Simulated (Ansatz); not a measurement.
Abridged output of a molecular run in Ansatz:

```
Functional definition: HF
1288 factors; integrals over basis functions are off by at most 1.3e-3 eV
mean field evaluation 1: about -17645.9125 eV, gradient 4.6e1 eV
mean field evaluation 2: about -17646.1310 eV, gradient 4.6e1 eV
mean field evaluation 4: about -17650.5080 eV, gradient 4.3e0 eV
mean field evaluation 8: about -17650.5739 eV, gradient 3.7e-1 eV
mean field -17650.57448729 eV, -648.6466484188 hartree, gradient 2.0e-6 eV, S^2 0.000000; 0 other end points of the search recorded, 0 dependent functions left out; unrestricted orbitals would lower it
9 core orbitals not correlated: weight in the atoms' cores, before any rotation towards them, 1.000 or more for the frozen orbitals, at most 0.000 for the correlated occupied ones
reference -17650.57448729 eV, -648.6466484188 hartree; 26, 26 occupied and 96, 96 virtual orbitals, 1288 factors
second order -38.51750784 eV of doubles, -0.00000000 eV of singles
cycle   1  -38.28708167 eV  change    2.3e-1 eV  update   1.4e-1
cycle   2  -39.10212216 eV  change   -8.2e-1 eV  update   4.5e-2
cycle   3  -39.33946088 eV  change   -2.4e-1 eV  update   2.2e-2
cycle   4  -39.33367990 eV  change    5.8e-3 eV  update   5.0e-3
cycle   5  -39.32778151 eV  change    5.9e-3 eV  update   2.1e-3
cycle   6  -39.32886761 eV  change   -1.1e-3 eV  update   6.9e-4
cycle   7  -39.32905289 eV  change   -1.9e-4 eV  update   3.0e-4
cycle   8  -39.32872177 eV  change    3.3e-4 eV  update   1.2e-4
cycle   9  -39.32870636 eV  change    1.5e-5 eV  update   5.4e-5
perturbative correction -1.03390298 eV, -0.0379952337 hartree
Total energy: -17690.93709663 eV, -650.1299469534 hartree
```

Its atoms:

```xyz
10

F     0.490   -1.036    2.742
C    -0.204   -0.681    1.687
F    -1.479   -0.873    1.898
C     0.352   -0.198    0.585
C    -0.347    0.211   -0.604
F    -1.679    0.114   -0.626
C     0.253    0.684   -1.694
F     1.555    0.827   -1.798
F    -0.371    1.059   -2.779
H     1.429   -0.108    0.588
```

Which basis set was used?
A. def2-TZVPP
B. def2-SVP
C. cc-pV(Q+d)Z
D. def2-QZVPP

B. It gives 131 functions.

Write the keys of the input that set method, charge and spin (a neutral closed shell needs none for the last two).


```yaml
correlation: {method: ccsd_t}
```
